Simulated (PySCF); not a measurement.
Sb(OH)2(TeH) (H3O2SbTe), SMILES [OH][Sb]([TeH])[OH].

Geometry optimised at PBE0-D3(BJ)/def2-SVP. The def2 effective core potentials stand for the cores of Sb, Te; spin–orbit coupling is left out. The values are those of a single conformer.

The numbers are results of PBE0-D3(BJ)/def2-SVP run with PySCF 2.14.0, not measurements.

Frequencies are harmonic and unscaled.

Computed normal modes with their intensities:
| mode | ν (cm⁻¹) | IR (km/mol) | moving atoms (share of kinetic energy) |
|---|---|---|---|
| 1 | 70 | 11.1 | H 83 %, O 16 % |
| 2 | 106 | 3.1 | O 73 %, H 13 % |
| 3 | 138 | 6.8 | O 62 %, Te 23 %, H 12 % |
| 4 | 195 | 20.1 | Sb 54 %, Te 32 %, O 9 % |
| 5 | 201 | 7.5 | O 55 %, H 34 %, Sb 10 % |
| 6 | 273 | 57.3 | H 79 %, O 19 % |
| 7 | 370 | 184.6 | H 88 %, O 12 % |
| 8 | 506 | 1.4 | H 97 % |
| 9 | 615 | 100.5 | O 85 %, Sb 13 % |
| 10 | 620 | 83.6 | O 89 %, Sb 10 % |
| 11 | 831 | 85.8 | H 94 % |
| 12 | 876 | 70.3 | H 91 % |
| 13 | 2140 | 37.9 | H 99 % |
| 14 | 3845 | 47.8 | H 94 % |
| 15 | 3863 | 63.7 | H 94 % |
